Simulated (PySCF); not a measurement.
PySCF input file for ethylene carbonate (C₃H₄O₃), SMILES O=C1OCCO1, IEF-PCM-B3LYP/def2-SVP. Geometry: B3LYP-D3(BJ)/def2-SVP. The geometry has at least one imaginary mode, so it is a saddle point at that level. Other conformers were not sampled.

```python
import numpy as np
from pyscf import gto, scf, dft
from pyscf.solvent import pcm

mol = gto.M(
    atom='''
    O     0.00000000    0.00000000    2.04459081
    C     0.00000000   -0.00000000    0.85673056
    O     0.00000000   -1.11110719    0.07835955
    C     0.00000000   -0.77284645   -1.30263537
    C     0.00000000    0.77284644   -1.30263538
    O     0.00000000    1.11110719    0.07835954
    H     0.89465544   -1.20086304   -1.77980952
    H    -0.89465544   -1.20086304   -1.77980952
    H    -0.89465544    1.20086305   -1.77980953
    H     0.89465544    1.20086305   -1.77980953
    ''',
    basis='def2-SVP',
    charge=0,
    spin=0,
    max_memory=1600,
    verbose=3,
)
mf = dft.RKS(mol, xc='b3lyp').density_fit(auxbasis='def2-universal-jkfit')
mf.grids.level = 3
mf.conv_tol = 1e-9
mf.max_cycle = 100
mf.kernel()
res = {}
for name, eps in {'water': 78.355, 'benzene': 2.2706, 'cyclohexanone': 15.619}.items():
    s = mf.PCM()
    s.with_solvent.method, s.with_solvent.eps, s.with_solvent.lebedev_order = 'IEF-PCM', eps, 29
    s.kernel(mf.make_rdm1())
    res[name] = (s.e_tot, eps, s.dip_moment(), s.mo_energy, s.converged)
    print(f'{name}: electrostatic solvation free energy {(s.e_tot - mf.e_tot) * 627.509474:.3f} kcal/mol')
```

It prints:

```
converged SCF energy = -342.144554074835

WARN: PCM is an experimental feature. It is still in testing.
Features and APIs may be changed in the future.

converged SCF energy = -342.15893999062
Dipole moment(X, Y, Z, Debye): -0.00000, -0.00000, -6.58026
water: electrostatic solvation free energy -9.027 kcal/mol

WARN: PCM is an experimental feature. It is still in testing.
Features and APIs may be changed in the future.

converged SCF energy = -342.15099748285
Dipole moment(X, Y, Z, Debye): -0.00000, -0.00000, -5.87149
benzene: electrostatic solvation free energy -4.043 kcal/mol

WARN: PCM is an experimental feature. It is still in testing.
Features and APIs may be changed in the future.

converged SCF energy = -342.157767998587
Dipole moment(X, Y, Z, Debye):  0.00000, -0.00000, -6.47750
cyclohexanone: electrostatic solvation free energy -8.292 kcal/mol
```

The calculation finished and met its thresholds.
